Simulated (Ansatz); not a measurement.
Compare A (`OC1=[C]([AlH2])[SiH2]N1`) with its isomer B (`OC1=NC[SiH]1[AlH2]`).

Isolated molecules relaxed with PBE0-D4/def2-TZVP in Ansatz; ΔE leaves out vibrations. CCSD(T)/CBS adds triple-zeta CCSD(T) − MP2 to the extrapolated MP2 energy (def2 sets, frozen cores). DFT in def2-TZVPP. B3LYP here is the variant with VWN-RPA as its local correlation; programs differ in this. One conformer a species, not always the lowest.

Question: Which is lower in electronic energy at CCSD(T)/CBS, and by how much? (Best estimate.)

Answer: Computed: A, by 115.5 kJ/mol.

Question: Give E(B) − E(A) in kJ/mol with ωB97M-V, B2PLYP, B3LYP, HF/def2-TZVPP, PBE-D4, CCSD/def2-TZVPP, CCSD(T)/def2-TZVPP. (Estimate.)

Answer: Computed: ωB97M-V 124.5, B2PLYP 117.3, B3LYP 110.6, HF/def2-TZVPP 128.1, PBE-D4 99.5, CCSD/def2-TZVPP 112.9, CCSD(T)/def2-TZVPP 111.1. None reverses the order clearly.

Largest T1 diagnostic: 0.015.

From PBE to PBE0 (25 % exact exchange), in def2-TZVPP and without D4, E(B) − E(A) moves by +12.5 kJ/mol. The D4 term adds +3.8 kJ/mol with B3LYP and +1.8 kJ/mol with PBE0; it sums over pairs of atoms, weighted by their polarisabilities, and B3LYP, whose exchange is more repulsive, gets the larger term.
